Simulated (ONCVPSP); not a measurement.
# Transferability test, ONCV potential for zinc

zinc, optimised norm-conserving Vanderbilt (ONCV), made with ONCVPSP 4.0.1 (LDA (Perdew-Wang 92), scalar-relativistic). Core [Ne], reference 3s2 3p6 3d10 4s2. Waves: 3s+4s: rc 1.35 bohr, ncon 3, nbas 6, qcut 11.4 1/bohr, 2 projectors; 3p: rc 0.65 bohr, ncon 4, nbas 9, qcut 15 1/bohr, 3 projectors, debl 3 Ha; 3d: rc 1.10 bohr, ncon 4, nbas 9, qcut 12 1/bohr, 3 projectors, debl 0.7 Ha. Local part: polynomial inside 0.45 bohr (lpopt 5, dvloc0 0 Ha). Core correction: Teter function, fcfact 3.75, rcfact 1.45.

In the p channel the program set the typed energies aside and used -3.060, 0.250, 3.250 Ha.

Energies are relative to the spin-unpolarised reference configuration 3s2 3p6 3d10 4s2; without spin polarisation the order of configurations can differ from experiment.

| valence configuration | charge | ΔE all-electron (eV) | error AE − PS (meV) |
| --- | --- | --- | --- |
| 3s2 3p6 3d10 4s1 | +1 | 10.184 | 0.0 |
| 3s2 3p6 3d10 4s0 | +2 | 28.947 | +2.1 |
| 3s2 3p6 3d9 4s0 | +3 | 69.843 | -4.4 |
| 3s2 3p6 3d10 4s1 4p1 | 0 | 5.183 | -0.4 |

Note: ghosts flagged at negative energy: p at -621.3 eV; GHOST(+) flagged for s at 143.4 eV. A true bound ghost makes a file unfit for plane-wave use.
